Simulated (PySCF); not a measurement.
A GIAO shielding run with PySCF 2.14 (density fitting, non-relativistic, gas phase) on SMILES CC[C@H]1COCC(=O)[SiH2]1, C6H12O2Si:

```
$ OMP_NUM_THREADS=1 python probes_run.py task.json out

{"job": {"kind": "nmr", "xc": "PBE0", "basis": "pcSseg-1"}, "charge": 0, "multiplicity": 1}
C     -2.765119     0.298850     0.626061
C     -1.763106     0.340219    -0.518345
C     -0.466661    -0.393035    -0.174916
C      0.472729    -0.432879    -1.388132
O      1.656848    -1.157686    -1.134190
C      2.673592    -0.445847    -0.479856
C      2.337183     0.003659     0.929663
O      3.202890     0.192910     1.752334
Si     0.482441     0.352247     1.305136
H     -3.690704     0.791898     0.338613
H     -2.993051    -0.730086     0.893752
H     -2.364655     0.799674     1.504445
H     -1.538465     1.379838    -0.767467
H     -2.211060    -0.119807    -1.404048
H     -0.720506    -1.433933     0.053521
H      0.714491     0.588634    -1.718323
H     -0.008675    -0.956170    -2.221568
H      3.547048    -1.103333    -0.466525
H      2.937207     0.465943    -1.045667
H      0.354506     1.815542     1.320319
H      0.134147    -0.239694     2.594721
```

Hardware: 1 thread of an Arm Neoverse V1, shared host. The job also computes population analyses, field gradients, ring-centre shieldings.

Q: How large is the calculation?

A: 78 electrons, 220 basis functions and 1161 auxiliary functions.

Q: How long does it take, and how much memory does it need?

A: 51 s of wall time, with 15 SCF cycles and 5 response iterations; peak memory 1.1 GiB. Times on a shared host scatter by some tens of per cent.
